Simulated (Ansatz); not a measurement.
C$_{2}$H$_{7}$OSi (SMILES C[Si](C)O), doublet, at a GFN2-xTB geometry; Ansatz (a quantum-chemistry and plane-wave program) with PBE/6-31G**.

Ansatz was given this input:
Ansatz 0.2 input:
```yaml
crystal:
  periodic: [false, false, false]
  atoms:
    - {symbol: C, position_ang: [1.55954224, -0.85483146, -0.06057851]}
    - {symbol: Si, position_ang: [-0.00409954, 0.11042766, 0.41990388]}
    - {symbol: C, position_ang: [-1.61548157, -0.77735125, -0.08781307]}
    - {symbol: O, position_ang: [0.14749450, 1.52106607, -0.41685221]}
    - {symbol: H, position_ang: [2.45557952, -0.30805525, 0.21258839]}
    - {symbol: H, position_ang: [1.59245114, -1.82297485, 0.42837687]}
    - {symbol: H, position_ang: [1.58487872, -1.01660238, -1.13671739]}
    - {symbol: H, position_ang: [-1.65077682, -0.90745530, -1.16930641]}
    - {symbol: H, position_ang: [-2.49888187, -0.21755192, 0.20663270]}
    - {symbol: H, position_ang: [-1.68428893, -1.75985196, 0.36611303]}
    - {symbol: H, position_ang: [-0.58588832, 2.11107204, -0.56117454]}
basis:
  gaussian:
    orbitals: 6-31G__.json
hamiltonian:
  xc: pbe
magnetization: {spin_polarized: true, initial_magnetization: 1}
accuracy: high
```
The basis file holds 6-31G** in the JSON format of the Basis Set Exchange.

Output, abridged:

```
Functional definition: PBE
2312 factors; integrals over basis functions are off by at most 1.3e-8 eV
mean field evaluation 1: about -12088.4224 eV, gradient 5.9e1 eV
mean field evaluation 2: about -12055.9844 eV, gradient 1.0e2 eV
mean field evaluation 4: about -12103.1768 eV, gradient 5.7e0 eV
mean field evaluation 8: about -12103.3207 eV, gradient 1.3e-1 eV
mean field evaluation 16: about -12103.3208 eV, gradient 1.5e-5 eV
mean field -12103.32082709 eV, -444.7888364701 hartree, gradient 3.4e-8 eV, S^2 0.751175; 0 other end points of the search recorded, 0 dependent functions left out
reference -12103.32083019 eV, -444.7888365841 hartree; 21, 20 occupied and 78, 79 virtual orbitals, 2312 factors
Total energy: -12103.32083019 eV, -444.7888365841 hartree
```
